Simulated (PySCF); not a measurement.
Compound: C₅H₈NO (doublet state).
Geometry (GFN2-xTB, Å), atoms numbered from 1 in this order:
```
atom  x, y, z in Å
N1    -1.9142   -0.6144   -0.3344
C2    -0.6264   -0.4442    0.3049
C3     0.5042   -1.0086   -0.5817
C4     1.6665   -0.1511   -0.3209
C5     1.3173    1.0294    0.3903
O6     2.0662    1.9254    0.7572
C7    -0.1925    1.0057    0.6036
H8    -2.6649   -0.3422    0.2893
H9    -1.9771   -0.0408   -1.1699
H10   -0.6569   -1.0116    1.2413
H11    0.2057   -0.9501   -1.6374
H12    0.7063   -2.0652   -0.3906
H13    2.6614   -0.3656   -0.6696
H14   -0.6494    1.6973   -0.1105
H15   -0.4507    1.3440    1.6063
```

The hyperfine couplings belong to this conformer and change with its torsions.

As a line formula: `N[C@H]1C[CH]C(=O)C1` [radical].

The calculation used PySCF, UKS B3LYP, pcH-1 on C H N O, non-relativistic, mean-field spin-orbit, GIAO. One conformer (not necessarily the lowest) at the GFN2-xTB geometry, without solvent, vibrations or thermal averaging. The geometry wasn't refined by DFT: couplings that depend on bond lengths, twists or pyramidal angles can differ widely from those at the functional's own minimum. The SCF solution wasn't tested for stability.

Principal values of hyperfine tensors in MHz (contact and dipolar terms together), for some of the nuclei:

```csv
atom,isotope,A1,A2,A3
H11,1H,138.16,140.46,150.82
H12,1H,79.68,81.10,91.59
H13,1H,-77.53,-51.26,-18.77
C5,13C,-50.56,-36.00,-28.67
C3,13C,-30.24,-26.86,-25.07
O6,17O,-113.05,26.35,26.88
H15,1H,3.19,4.37,8.49
C2,13C,3.54,3.77,6.50
```

(1) Split each tensor into its isotropic and traceless parts, and turn a_iso into mT with g = 2.0051.

(2) What spin density at the nucleus of C5 lies behind its contact coupling (g_N = 1.40482)?

(3) C4 (13C, g_N = 1.40482) isn't in the table. Its spin density at the nucleus is 0.05612 bohr⁻³. What is its contact coupling?

(4) Name the largest traceless tensor T of the table and describe it.

(5) What first-order splitting does H12 cause when the field lies along A1, A2 or A3 of its tensor (g taken as isotropic, no quadrupole term)?

Answers

(1) a_iso = (A1 + A2 + A3)/3, Ti = Ai − a_iso; 1 mT corresponds to 28.063 MHz.

| atom | a_iso (MHz) | a_iso (mT) | T1 | T2 | T3 |
| --- | --- | --- | --- | --- | --- |
| H11 | 143.15 | 5.101 | -4.99 | -2.69 | 7.67 |
| H12 | 84.12 | 2.998 | -4.45 | -3.03 | 7.47 |
| H13 | -49.19 | -1.753 | -28.35 | -2.07 | 30.42 |
| C5 | -38.41 | -1.369 | -12.15 | 2.41 | 9.74 |
| C3 | -27.39 | -0.976 | -2.85 | 0.53 | 2.32 |
| O6 | -19.94 | -0.711 | -93.11 | 46.29 | 46.82 |
| H15 | 5.35 | 0.191 | -2.16 | -0.98 | 3.14 |
| C2 | 4.60 | 0.164 | -1.07 | -0.83 | 1.90 |

(2) a_FC = (2μ0/3) gₑ μB g_N μN ρ(0)/(2S·h) = 800.24 MHz × g_N × ρ(0)/(2S), with ρ in bohr⁻³. With a_FC = -38.41 MHz and 2S = 1, ρ(0) = -0.03417 bohr⁻³.

(3) By the same relation, a_FC = 63.1 MHz. Its full tensor has the principal values 0.38, 0.97, 187.94 MHz.

(4) O6: -93.1, 46.3, 46.8 MHz, axial, in the ratio +1:+1:−2, the form that spin in one p orbital centred on that nucleus gives (the nuclear moment is negative).

(5) 2 lines (I = 1/2), spaced by |A_i|/(g × 13.996): 2.84, 2.89, 3.26 mT along the axes of A1, A2 and A3.

On one thread, Arm Neoverse V1 (aarch64), no GPU, on a shared host, this took 63 s wall (with the writing of density and orbital grids) and 0.97 GiB of memory at its peak.
